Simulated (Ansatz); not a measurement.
Start from `CC([SiH3])=C=N` and change one atom or group to get `N=C=C(F)[SiH3]`.

Ansatz, PBE0-D4/def2-TZVP geometries, multiplicity 1. Each molecule was computed in one conformer, which needn't be the lowest.

| property | `CC([SiH3])=C=N` |
| --- | --- |
| HOMO–LUMO gap (B3LYP/def2-TZVPP) / eV | 6.04 |
| HOMO energy (B3LYP/def2-TZVPP) / eV | -6.50 |
| HOMO energy (PBE/def2-TZVPP) / eV | -5.56 |
| HOMO energy (PBE0/def2-TZVPP) / eV | -6.71 |
| LUMO energy (PBE/def2-TZVPP) / eV | -1.25 |
| LUMO energy (PBE0/def2-TZVPP) / eV | -0.23 |

**Question.** What does the change do to each property? (Best estimate.)

**Answer.** Ansatz gave: 
| property | `N=C=C(F)[SiH3]` | shift |
| --- | --- | --- |
| HOMO–LUMO gap (B3LYP/def2-TZVPP) / eV | 5.13 | -0.91 |
| HOMO energy (B3LYP/def2-TZVPP) / eV | -6.74 | -0.24 |
| HOMO energy (PBE/def2-TZVPP) / eV | -5.70 | -0.14 |
| HOMO energy (PBE0/def2-TZVPP) / eV | -6.95 | -0.24 |
| LUMO energy (PBE/def2-TZVPP) / eV | -2.45 | -1.20 |
| LUMO energy (PBE0/def2-TZVPP) / eV | -1.39 | -1.16 |

With PBE0 the HOMO falls by 0.24 eV and the LUMO falls by 1.16 eV, so the gap narrows by about 0.92 eV. PBE moves the HOMO by -0.14 eV and ωB97M-V by -0.27 eV. The zero-point energy changes by -94.1 kJ/mol with -9 modes.

B3LYP here is the variant with VWN-RPA as its local correlation; programs differ in this.
